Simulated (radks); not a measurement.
Question: The mean radii <r> (bohr) of the occupied orbitals of an atom or ion are listed with their occupations. Calculated with a radial shooting solver on a logarithmic mesh with Libxc functionals: Dirac Kohn-Sham, exchange-only LDA, spin-unpolarised, spherical densities, finite nucleus; Fermi nuclear charge, rms radius of each element as measured or else 0.836 A^(1/3) + 0.57 fm.

orbital  occ.      <r>
1s1/2       2  0.03043
2s1/2       2   0.1314
2p1/2       2   0.1113
2p3/2       4   0.1164
3s1/2       2   0.3588
3p1/2       2   0.3499
3p3/2       4   0.3610
3d3/2       4   0.3330
3d5/2       6   0.3365
4s1/2       2   0.8789
4p1/2       2   0.9387
4p3/2       4   0.9704
4d3/2       4    1.269
4d5/2       6    1.289
5p1/2       2    3.899

Name the element and its charge. Open shells, if any, fill j = l - 1/2 first.

Answer: Z = 48, cadmium, charge 0: Cd in [Kr] 4d10 5p2. The 1s radius gives Z: for a bare nucleus <r> = (2 gamma + 1)/(2Z) with gamma = sqrt(1 - (Z/c)^2), 0.02993 bohr for Z = 48, and screening makes it slightly larger (0.03043 here). The occupations add up to 48, and the charge is Z minus that.
